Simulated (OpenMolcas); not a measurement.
An OpenMolcas run meant for O VI (ANO-RCC-VDZ, DKH4; inactive shells 1s; intended active space 1 electron in 8 orbitals (2s 2p 3s 3p)). One step of its input:

```
&CASPT2
Multistate=1 1
Frozen=20 20
IPEA=0.25
Imaginary=0.1
MaxIter=60
WThr=0.0 0.3 0.05
PrWF=0.5
NoMix
```

Lines from the output:

```
|       MOLCAS_SOURCE = <dir>
  |    MOLCAS_STRUCTURE = 0
  |
   -----------------------------------------------------------------------------------------
++ ---------   Input file   ---------
>>> COPY JOB001 $Project.JobIph
&CASPT2
Multistate=1 1
Frozen=20 20
IPEA=0.25
Imaginary=0.1
MaxIter=60
WThr=0.0 0.3 0.05
PrWF=0.5
NoMix
-- ----------------------------------
>>> COPY JOB001 a.JobIph
*** symbolic link created: INPORB -> a.RasOrb
--- Start Module: caspt2 at  ---
()()()()()()()()()()()()()()()()()()()()()()()()()()()()()()()()()()()()()()()()()()()()()()()()()()
                                              &CASPT2
                                   only a single process is used
                       available to each process: 2.3 GB of memory, 1 thread
()()()()()()()()()()()()()()()()()()()()()()()()()()()()()()()()()()()()()()()()()()()()()()()()()()
 ###    WARNING: User changed nr of frozen orbitals.                         ###
 ###    ERROR: Too many frozen orbitals!                                     ###
--- Stop Module: caspt2 at  /rc=_RC_INPUT_ERROR_ ---
.####################.
.# User input error #.
.####################.
```

Problem. What is wrong with the input?

Solution. More orbitals are frozen than there are inactive ones.
